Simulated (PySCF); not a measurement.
H2 (SMILES [H][H]), singlet, geometry from GFN2-xTB. Base run: PySCF with SVWN5/STO-3G.

The PySCF input:
```python
from pyscf import gto, scf, dft

mol = gto.Mole()
mol.atom = '''
    H    -0.000000   -0.000000   -0.388349
    H     0.000000    0.000000    0.388349
'''
mol.basis = 'sto-3g'
mol.charge = 0
mol.spin = 0
mol.verbose = 4
mol.build()

mf = dft.RKS(mol)
mf.xc = 'lda,vwn'
mf.kernel()
mf.analyze()
```

Each row names what was changed in the base input (with any setting that the change needs).

```json
[
 {"change": "base", "ΔE vs base (µEh)": "0.0", "grid points": "19616", "electrons on the grid": "2.00000"},
 {"change": "grids.prune = dft.gen_grid.sg1_prune", "ΔE vs base (µEh)": "-2.7", "grid points": "8640", "electrons on the grid": "2.00000"},
 {"change": "grids.atom_grid = (50, 194)", "ΔE vs base (µEh)": "0.0", "grid points": "13352", "electrons on the grid": "2.00000"},
 {"change": "grids.level = 4", "ΔE vs base (µEh)": "0.0", "grid points": "31416", "electrons on the grid": "2.00000"},
 {"change": "grids.atom_grid = (30, 110)", "ΔE vs base (µEh)": "-1.8", "grid points": "4944", "electrons on the grid": "2.00000"},
 {"change": "grids.radi_method = delley", "ΔE vs base (µEh)": "0.0", "grid points": "22064", "electrons on the grid": "2.00000"},
 {"change": "grids.prune = dft.gen_grid.treutler_prune", "ΔE vs base (µEh)": "-0.3", "grid points": "16448", "electrons on the grid": "2.00000"},
 {"change": "grids.atom_grid = (150, 974)", "ΔE vs base (µEh)": "0.0", "grid points": "166440", "electrons on the grid": "2.00000"},
 {"change": "grids.becke_scheme = stratmann", "ΔE vs base (µEh)": "-0.3", "grid points": "19616", "electrons on the grid": "2.00000"},
 {"change": "grids.radi_method = gauss_chebyshev", "ΔE vs base (µEh)": "0.0", "grid points": "19400", "electrons on the grid": "2.00000"},
 {"change": "grids.atom_grid = (75, 302)", "ΔE vs base (µEh)": "0.0", "grid points": "29680", "electrons on the grid": "2.00000"}
]
```
